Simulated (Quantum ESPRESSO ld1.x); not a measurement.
Results of a calculation; reference values are marked as such.
Problem. These are the eigenvalues of the occupied orbitals of an atom or ion with whole-number occupations (Ry). Code: ld1.x of Quantum ESPRESSO 7.5. Model: Dirac Kohn-Sham, revPBE, spin-unpolarised, spherical densities, point nucleus.

orbital  eigenvalue
1s1/2      -679.187
2s1/2      -159.524

Which element is it, and in what charge state? The configuration may be excited. Open shells, if any, fill j = l - 1/2 first.

Solution. Z = 27, cobalt, charge +24: Co24+ in [He] 2s1. The 1s level, -339.59 hartree, gives Z - s = 26.1 by -(Z - s)^2/2, which with screening and relativity narrows Z to a few neighbours, and the depths must fix Z and the occupations together.
